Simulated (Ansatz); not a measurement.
All numbers were calculated with Ansatz.

FH7O3Si3, SMILES `O[Si](F)(O[SiH3])O[SiH3]` at its PBE0-D4/def2-TZVP geometry, where that method's forces vanish. Total charge 0; spin multiplicity 1.

```csv
atom,x (Å),y (Å),z (Å)
O1,0.220,1.976,-1.062
Si2,0.754,0.629,-0.338
F3,2.280,0.803,0.053
O4,-0.108,0.409,0.997
Si5,-1.092,1.096,2.118
O6,0.659,-0.653,-1.304
Si7,0.285,-2.243,-1.448
H8,0.632,2.264,-1.877
H9,-0.506,2.370,2.602
H10,-2.425,1.357,1.522
H11,-1.223,0.140,3.243
H12,-0.982,-2.535,-0.732
H13,1.378,-3.073,-0.883
H14,0.127,-2.540,-2.892
```

For each bond, give half the difference of the two atoms' forces along it (eV/Å; positive pushes the atoms apart) under PBE-D4, r2SCAN-D4, B3LYP-D4, ωB97M-V in def2-TZVPP. (An estimate is asked.)

The calculation gave: 
```csv
bond,length (Å),PBE-D4,r2SCAN-D4,B3LYP-D4,ωB97M-V
O1–Si2,1.620,0.15,0.02,0.08,0.07
O1–H8,0.957,0.30,0.01,-0.02,-0.06
Si2–F3,1.585,0.38,0.03,0.14,0.10
Si2–O4,1.605,0.12,0.04,0.02,0.02
Si2–O6,1.608,0.09,0.03,0.00,0.01
O4–Si5,1.642,0.14,0.00,0.11,0.13
Si5–H9,1.484,0.03,-0.01,-0.07,-0.13
Si5–H10,1.483,0.03,-0.02,-0.08,-0.13
Si5–H11,1.482,0.04,-0.02,-0.10,-0.14
O6–Si7,1.640,0.13,-0.01,0.11,0.12
Si7–H12,1.485,0.03,-0.02,-0.08,-0.12
Si7–H13,1.484,0.03,-0.02,-0.08,-0.14
Si7–H14,1.482,0.04,-0.02,-0.10,-0.14
```

B3LYP here is the variant with VWN-RPA as its local correlation; programs differ in this.
